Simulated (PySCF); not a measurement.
Ge(H)2(Br)(Me) (CH5BrGe), SMILES [CH3][GeH2][Br]. Coordinates come from a PBE-D3(BJ)/def2-SVP optimisation.

Give the equilibrium geometry at PBE-D3(BJ)/def2-SVP (PySCF confirms it by a frequency run) as a Z-matrix, and its point group. (Estimate from the structure and the level; the computed values follow.)

point group Cs.
```
Ge
H 1 1.5509
H 1 1.5509 2 110.69
C 1 1.9572 2 112.36 3 126.52
H 4 1.1065 1 109.86 2 177.17
H 4 1.1065 5 109.04 1 120.45
H 4 1.1085 5 109.18 6 119.22
Br 1 2.3408 2 106.53 3 -115.42
```
Charge 0, spin multiplicity 1.
